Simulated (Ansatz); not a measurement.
The same path of C4H7I (12 atoms, charge 0, multiplicity 1) was run twice with different band settings. The coordinate that changes most is the dihedral C1–C2–C3–I5.

Method: Ansatz 0.2.0, RKS BLYP-D4/def2-SVP.

Relaxed end points:

```xyz
12
Properties=species:S:1:pos:R:3
C -1.629 -0.321 0.354
C -0.474 0.600 0.673
C 0.767 0.526 0.151
C 1.319 -0.453 -0.848
I 2.231 1.997 0.799
H -2.484 0.255 -0.064
H -1.369 -1.117 -0.368
H -2.005 -0.810 1.280
H -0.692 1.398 1.399
H 1.681 0.066 -1.759
H 0.548 -1.188 -1.153
H 2.184 -1.009 -0.431
```

```xyz
12
Properties=species:S:1:pos:R:3
C -1.330 0.885 1.186
C -0.652 -0.047 0.223
C 0.607 -0.032 -0.255
C 1.203 -1.020 -1.221
I 2.013 1.512 0.355
H -1.651 0.340 2.101
H -0.669 1.718 1.494
H -2.251 1.314 0.737
H -1.274 -0.881 -0.158
H 1.563 -0.521 -2.145
H 0.444 -1.777 -1.505
H 2.075 -1.546 -0.778
```

Common settings: movable images 7; climbing image yes; spring 5.0 eV/Å²; optimiser quadratic models (default); start path IDPP; iteration limit 60; end points relaxed.

| run | force threshold |
| --- | --- |
| 1 | 0.05 eV/Å |
| 2 | 0.5 eV/Å |

Problem. What does each run give, and how far can it be trusted?

Solution. Run 1: converged after 19 iterations, highest image 2.552 eV above the first end. Neighbouring images differ by up to 2.0 eV, so the band resolves the path poorly. A vibrational analysis at the climbing image gives one clearly imaginary mode, 872i cm⁻¹: a first-order saddle point.
Run 2: converged after 11 iterations, highest image 2.561 eV above the first end. The threshold of 0.5 eV/Å is loose, so the images may lie well off the minimum-energy path. Neighbouring images differ by up to 1.9 eV, so the band resolves the path poorly. The order of the stationary point at the top wasn't checked.
